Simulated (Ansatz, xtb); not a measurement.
Pulling on the Al1–H2 bond in AlH5Si (SMILES [AlH2][SiH3]) (multiplicity 1 held, fragments rigid). Energies count from the point at 1.583 Å.
Geometry at that point (charge 0, multiplicity 1):
```xyz
7

Al     0.034    -0.605    -1.159
H     -1.288    -0.737    -2.021
H      1.386    -1.188    -1.741
Si    -0.028     0.528     1.024
H     -0.039     2.004     0.827
H      1.145     0.208     1.878
H     -1.254     0.185     1.792
```

R- and RO- levels are restricted; in cc, def2 and unpolarised 6-31G sets they are followed outwards from rest. Active spaces are followed from a long bond inwards. Levels need not reach the same state.

Cores are frozen in the correlated methods.

The values were computed with Ansatz (a first-principles code) with Gaussian orbitals; xtb for the GFN methods.  The GFN methods have no spin term and hold the electronic entropy of 300 K.

Energies in kJ/mol.

| R (Å) | GFN2-xTB | R-CCSD/cc-pV(D+d)Z | R-CCSDT(Q)/cc-pV(D+d)Z | SC-NEVPT2 on CASSCF(2,2)/cc-pV(D+d)Z | FIC-MRCISD+Q on CASSCF(2,2)/cc-pV(D+d)Z |
|---|---|---|---|---|---|
| 1.267 | 89 | 103 | 103 | 106 | 103 |
| 1.425 | 14 | 20 | 21 | 22 | 21 |
| 1.583 | 0 | 0 | 0 | 0 | 0 |
| 1.742 | 10 | 13 | 13 | 11 | 13 |
| 1.900 | 31 | 44 | 43 | 38 | 43 |
| 2.138 | 69 | 102 | 100 | 93 | 101 |
| 2.375 | 115 | 163 | 159 | 150 | 159 |
| 2.771 | 196 | 248 | 240 | 229 | 241 |
| 3.167 | 274 | 307 | 293 | 281 | 294 |
| 3.642 | 349 | 347 | 325 | 313 | 326 |
| 4.275 | 409 | 368 | 338 | 327 | 340 |
| 5.067 | 436 | 375 | 340 | 330 | 344 |

Doubts at one or more of the structures used: a restricted determinant that unrestricted orbitals would lower (R-CCSD/cc-pV(D+d)Z, R-CCSDT(Q)/cc-pV(D+d)Z); other coupled-cluster roots lie near (R-CCSD/cc-pV(D+d)Z, R-CCSDT(Q)/cc-pV(D+d)Z); T1 above 0.05 (R-CCSD/cc-pV(D+d)Z, R-CCSDT(Q)/cc-pV(D+d)Z).
